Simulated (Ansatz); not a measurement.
Relaxation of C2H7BN2Si (13 atoms, charge 0, multiplicity 1), to a largest force component of 0.02 eV/Å in at most 40 steps.

The calculation used RKS BLYP-D4/def2-SVP (Ansatz 0.2.0).

```xyz
13
Properties=species:S:1:pos:R:3
C -0.252 -0.658 -1.621
B 0.440 -0.334 -0.259
N 1.926 -0.448 -0.198
Si -0.499 0.179 1.320
C -1.475 1.701 0.978
N -2.053 2.705 0.785
H -0.063 -1.650 -1.955
H 0.107 0.113 -2.409
H -1.392 -0.466 -1.472
H 2.180 -1.150 0.581
H 2.316 0.472 0.163
H 0.365 0.377 2.470
H -1.577 -0.876 1.632
```

Question: Where does it end, and by what steps?

Answer: The forces met the threshold. The force dipped under the threshold on the way, but the program's further checks kept it going. After 20 steps the energy has fallen by 1.853 eV; H10 moved furthest, 1.34 Å.

| step | energy less start (eV) | largest force component (eV/Å) | accepted |
| --- | --- | --- | --- |
| 0 | 0.0000 | 2.941 | yes |
| 1 | -0.4487 | 0.933 | yes |
| 2 | -0.6064 | 0.914 | yes |
| 3 | -0.7829 | 1.180 | yes |
| 4 | -0.9803 | 1.322 | yes |
| 5 | -1.2314 | 1.666 | yes |
| 6 | -1.4471 | 1.914 | yes |
| 7 | -1.6884 | 0.923 | yes |
| 8 | -1.7962 | 0.492 | yes |
| 9 | -1.8322 | 0.162 | yes |
| 10 | -1.8198 | 0.503 | no |
| 11 | -1.8426 | 0.048 | yes |
| 12 | -1.8475 | 0.113 | yes |
| 13 | -1.8490 | 0.098 | yes |
| 14 | -1.8502 | 0.061 | yes |
| 15 | -1.8511 | 0.027 | yes |
| 16 | -1.8518 | 0.041 | yes |
| 17 | -1.8521 | 0.047 | yes |
| 18 | -1.8524 | 0.039 | yes |
| 19 | -1.8525 | 0.017 | yes |
| 20 | -1.8525 | 0.016 | yes |

```xyz
13
Properties=species:S:1:pos:R:3
C -0.240 -0.661 -1.543
B 0.479 -0.388 -0.161
N 1.848 -0.625 0.028
Si -0.591 0.342 1.417
C -1.485 1.892 0.848
N -2.013 2.847 0.416
H 0.441 -1.036 -2.338
H -0.728 0.264 -1.919
H -1.061 -1.401 -1.423
H 2.452 -0.988 -0.716
H 2.352 -0.447 0.898
H 0.236 0.752 2.605
H -1.668 -0.586 1.903
```

Whether the end is a true minimum wasn't checked by a vibrational analysis.

The run took 65 s on 2 threads of Arm Neoverse N1, on a shared host, peak memory 0.15 GiB.
